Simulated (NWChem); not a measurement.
Molecule: CH₆F₂N₂Si; SMILES N[SiH](N)C(F)F

```xyz
12

N     -1.4076    -1.1681     0.7928
Si    -0.2030    -0.7658    -0.3779
N      1.3043    -1.5800    -0.1781
C      0.3452     1.0771    -0.3684
F     -0.7616     1.8980    -0.3228
F      1.0895     1.3145     0.7816
H     -1.2381    -1.0145     1.7804
H     -2.3839    -1.0172     0.5655
H     -0.8444    -1.0438    -1.6885
H      2.0266    -1.1313     0.3728
H      1.3430    -2.5877    -0.0853
H      0.9601     1.4111    -1.2151
```
Atoms are numbered in this order, from 1.

Results from NWChem. Pople sets run with spherical d functions. The geometry was optimised at B3LYP/6-31G* (spherical d). Isolated, static molecule.

GIAO at B3LYP/6-31G*: principal shieldings of N1 are 207.8, 248.2, 264.0 ppm; an isolated ammonia molecule has σ = 255.8 ppm at the same levels.

**Question.** Find the isotropic 15N shift, its principal values, the span and the skew.

**Answer.** 
1. σ(iso) = one third of the sum = 240.0 ppm.
2. δ = σ(reference) − σ = 15.8 ppm against ammonia.
3. δ11, δ22, δ33 = 48.0, 7.6, -8.2 ppm.
4. Span Ω = δ11 − δ33 = 56.2 ppm; skew κ = 3(δ22 − δ(iso))/Ω = -0.44.
